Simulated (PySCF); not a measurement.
# How the method changes the shape and vibrations of AlBCH3N

All numbers below are calculated, not measured. The program is PySCF 2.14.0, an open-source quantum chemistry code, run on an isolated molecule that a program drew, which may never have been made. The molecule is AlBCH3N (charge 0, singlet), drawn as the SMILES string `CN=[B][Al]`.

The geometry was optimised and harmonic frequencies were computed with HF and MP2, all in the cc-pV(D+d)Z basis, for the commonest isotopes, with a restricted reference for singlets and an unrestricted one otherwise, and a frozen core in MP2. Each result is a local minimum of its method.

Geometry at the HF minimum:
```xyz
7
AlBCH3N, angstrom
C     1.3679   -0.7444   -0.8122
N     0.6939    0.2898   -1.4947
B     0.1035    1.1961   -2.0928
Al   -0.9536    2.8175   -3.1628
H     2.4285   -0.7625   -1.0743
H     0.9455   -1.7208   -1.0617
H     1.2935   -0.6150    0.2702
```

Lengths of the bonds as drawn, in Å (atoms numbered as above):
```
bond,HF,MP2
C1-N2,1.411,1.419
N2-B3,1.236,1.272
B3-Al4,2.212,2.187
C1-H5,1.093,1.103
C1-H6,1.093,1.103
C1-H7,1.093,1.103
```

Rotational constants, in GHz:
| constant | HF | MP2 |
|---|---|---|
| A | 160.8 | 157.2 |
| B | 1.894 | 1.879 |
| C | 1.894 | 1.879 |

Harmonic frequencies in cm^-1, each column in rising order, so a row needn't be the same motion in every method:
| rank | HF | MP2 |
|---|---|---|
| 1 | 118 | 99 |
| 2 | 118 | 99 |
| 3 | 319 | 276 |
| 4 | 320 | 277 |
| 5 | 363 | 363 |
| 6 | 1081 | 1026 |
| 7 | 1234 | 1140 |
| 8 | 1234 | 1140 |
| 9 | 1567 | 1452 |
| 10 | 1593 | 1492 |
| 11 | 1593 | 1492 |
| 12 | 2159 | ? |
| 13 | 3163 | 3068 |
| 14 | 3230 | 3162 |
| 15 | 3230 | 3163 |

**Estimate the missing MP2 frequency from the HF column.**

A single factor s that minimises the squared misfit of MP2 against s times HF over the other rows is sum(HF x MP2) / sum(HF^2) = 0.9637, with an rms misfit of 38 cm^-1. For rank 12 it gives 0.9637 x 2159 = 2081 cm^-1. The calculation gives 1939 cm^-1, 142 cm^-1 below the estimate. The drawn bonds are on average 0.8 % longer in MP2 than in HF.
